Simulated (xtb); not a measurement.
Si(H)(F)(Me)(OMe) (C2H7FOSi), SMILES F[SiH](C)OC. All values are semi-empirical tight-binding results from xtb (GFN2-xTB unless named), good for trends rather than for accurate numbers. The structure is a stationary point at GFN2-xTB. This is a generated structure with no PubChem entry under its InChIKey; it may be hypothetical. The values are those of a single conformer.

Problem. Estimate the properties. (Estimate from the structure and the level; the computed values follow.)

Solution. 
- orbital gap = 6.91 eV
- dipole moment = 3.34 D
- zero-point energy = 55.8 kcal/mol
- G − E(el) at 298.15 K (modified RRHO) = 35.5 kcal/mol
- static polarisability (D4 model) = 63.1 bohr³
- solvation energy, GFN2-xTB/ALPB(water) = -1.4 kcal/mol
- solvation energy, GFN2-xTB/ALPB(ch2cl2) = -4.0 kcal/mol
